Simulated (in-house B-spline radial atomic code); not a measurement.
# The platinum ion Pt⁴⁺: [Kr] 4d10 4f14 5s2 (5p1/2)2 (5p3/2)3 (5d3/2)3 (5d5/2)3 (6f5/2)1 (an excited or competing configuration)

Computed with an all-electron radial atomic-structure program (B-spline basis): Dirac-Hartree-Fock, average of the jj configuration, Fermi nucleus of rms radius 5.427 fm.

Effective charges: Z_r = [3n² - l(l+1)]/(2<r>) from the radius, Z_e = n√(-2ε) from the energy, and Slater's rules. Values are occupation-weighted means over j. An effective charge above Z reflects the relativistic contraction of the inner shells.

```tsv
shell	electrons	ε (eV)	<r> (bohr)	Z_r	Z_e	Slater
1s	2	-78976	0.01715	87.46	76.19	77.70
2s	2	-14072	0.07166	83.73	64.32	73.85
2p	6	-12307	0.06473	77.24	60.15	73.85
3s	2	-3422.3	0.1862	72.50	47.58	66.75
3p	6	-2892.5	0.1869	66.87	43.74	66.75
3d	10	-2266.9	0.1705	61.57	38.72	56.85
4s	2	-822.73	0.415	57.83	31.10	50.25
4p	6	-644.15	0.44	52.27	27.52	50.25
4d	10	-411.74	0.4676	44.91	22.00	38.85
5s	2	-181.73	0.9515	39.41	18.27	20.70
4f	14	-156.82	0.5099	35.30	13.58	27.45
5p	5	-133.01	1.068	34.16	15.63	20.70
5d	6	-69.696	1.372	25.14	11.32	9.25
6f	1	-14.797	5.619	8.54	6.26	5.00
```

The least bound orbital is 6f5/2 at -14.8 eV, and it is also the most diffuse (<r> = 5.619 bohr).

For the 1s electron the small component carries 8.75 % of the norm, the zero-frequency Breit interaction raises the level by 290.1 eV, self-energy by 184.7 eV, and vacuum polarisation lowers it by 37.08 eV.
